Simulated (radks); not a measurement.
Problem. Radial electron density D(r) = 4 pi r^2 rho(r) of an atom or ion with 7 electrons. All-electron calculation, Dirac Kohn-Sham, PBE, spin-unpolarised, spherical densities, finite nucleus; Fermi nuclear charge, rms radius of each element as measured or else 0.836 A^(1/3) + 0.57 fm. Program: a radial shooting solver on a logarithmic mesh with Libxc functionals.

r (bohr)  D(r) (e/bohr)
0.01431          0.6311
0.01761          0.9067
0.02169           1.287
0.0267            1.799
0.03261           2.441
0.04015           3.279
0.04943           4.287
0.06086           5.420
0.07494           6.578
0.09226           7.600
0.1127            8.254
0.1387            8.392
0.1708            7.857
0.2103            6.722
0.259             5.294
0.3163            4.074
0.3894            3.362
0.4794            3.346
0.5903            3.787
0.7268            4.207
0.8877            4.188
1.093             3.588
1.346             2.581
1.657             1.527
2.04             0.7263
2.491            0.2818
3.068           0.07902
3.777           0.01540

What is the nuclear charge?

Solution. Z = 8. The innermost maximum, from 1s, lies near gamma/Z bohr with gamma = sqrt(1 - (Z/c)^2) = 0.998, here 0.125 bohr (found: 0.131), and its height grows with Z. The density is that of the oxygen ion O+ in [He] 2s1 2p4; the configuration itself is not fixed sharply by these data. D(r) has 2 maxima, at r = 0.131, 0.800 bohr, and minima at 0.432 bohr, inside which lie 2.25 electrons.
